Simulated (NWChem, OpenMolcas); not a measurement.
## How basis sets differ on CH5BClNO (SMILES NB(Cl)CO)

CH5BClNO: 10 atoms, total charge 0, spin state singlet. As SMILES, `NB(Cl)CO`. The shape is that of a PBE0-D4/def2-TZVP optimisation. This is a higher conformer, about 10 kJ/mol above the lowest found by a separate search.

```xyz
10

N    -1.4813    0.7701    0.2638
B    -0.1312    0.4583    0.2726
Cl    0.9784    1.5314    1.1662
C     0.4848   -0.7648   -0.5092
O     1.7245   -1.2439   -0.0302
H    -1.8604    1.5854    0.7139
H    -2.1641    0.1966   -0.2012
H    -0.2174   -1.6066   -0.4952
H     0.5700   -0.4690   -1.5702
H     2.1798   -0.5087    0.3922
```

Quantity: the dipole moment, in D. The values are calculated.

```tsv
level	kind	program	value (D)	CPU time
HF/ANO-R0 (sfX2C)	Hartree–Fock	OpenMolcas	3.20	3.7 s
HF/STO-3G	Hartree–Fock	OpenMolcas	3.60	3.2 s
HF/3-21G	Hartree–Fock	NWChem	4.29	3.5 s
HF/6-31G* (spherical functions)	Hartree–Fock	OpenMolcas	3.68	11 s
HF/ANO-S-VDZP (RICD fitting)	Hartree–Fock	OpenMolcas	3.62	6.4 s
```

The values span 3.20 to 4.29 D. Magnitudes only. Sets without polarisation functions give poor dipoles. Times are those of the runs behind each value, whatever else they computed, on shared processors of several kinds: orders of magnitude only.
